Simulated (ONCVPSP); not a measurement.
# How hard is this Mn (Z = 25) ONCV potential?

| Property | Result |
| --- | --- |
| Element | manganese |
| Generator | ONCVPSP 4.0.1 |
| Type | optimised norm-conserving Vanderbilt (ONCV) |
| Functional | LDA (Perdew-Wang 92) |
| Relativity | non-relativistic |
| Frozen core | [Ar] |
| Valence charge | 7 |
| Reference configuration | 3d5 4s2 |
| Partial waves | 4s: rc 2.35 bohr, ncon 4, nbas 7, qcut 3 1/bohr, 2 projectors, debl 1.2 Ha; p scattering state at 0.22 Ha: rc 2.60 bohr, ncon 4, nbas 8, qcut 3.3 1/bohr, 2 projectors, debl 1.2 Ha; 3d: rc 1.90 bohr, ncon 5, nbas 10, qcut 7.1 1/bohr, 2 projectors, debl 2.6 Ha |
| Local potential | polynomial inside 1.70 bohr (lpopt 5, dvloc0 6 Ha) |
| Core correction | Teter function, fcfact 2.25, rcfact 1.25 |

In the p channel the program set the typed energies aside and used 0.050, 1.250 Ha.

Task: For each optimised wave give the share of its norm inside rc, the residual kinetic energy above qcut (Ha) and the cutoffs (Ha) for errors of 10, 1, 0.1 and 0.01 mHa per electron.

Result:

| wave | norm inside rc | residual KE | 10 mHa | 1 mHa | 0.1 mHa | 0.01 mHa |
| --- | --- | --- | --- | --- | --- | --- |
| 4s | 0.289 | 3.4e-04 | 2.3 | 3.9 | 8.0 | 18.3 |
| s projector 2 | 0.276 | 4.0e-03 | 4.0 | 7.4 | 28.4 | 33.9 |
| p projector 1 | 0.360 | 5.9e-05 | 1.0 | 3.2 | 5.1 | 14.1 |
| p projector 2 | 0.162 | 4.5e-04 | 3.3 | 5.0 | 23.6 | 39.7 |
| 3d | 0.856 | 8.2e-04 | 20.9 | 24.9 | 91.8 | 107.8 |
| d projector 2 | 0.239 | 6.8e-03 | 24.3 | 65.3 | 125.1 | 137.4 |

The occupied waves need 25 Ha and 92 Ha for 1 and 0.1 mHa. The cutoffs count occupied waves only; projector 2 of the d channel, the hardest unoccupied one, needs 65 Ha at the loose tolerance.
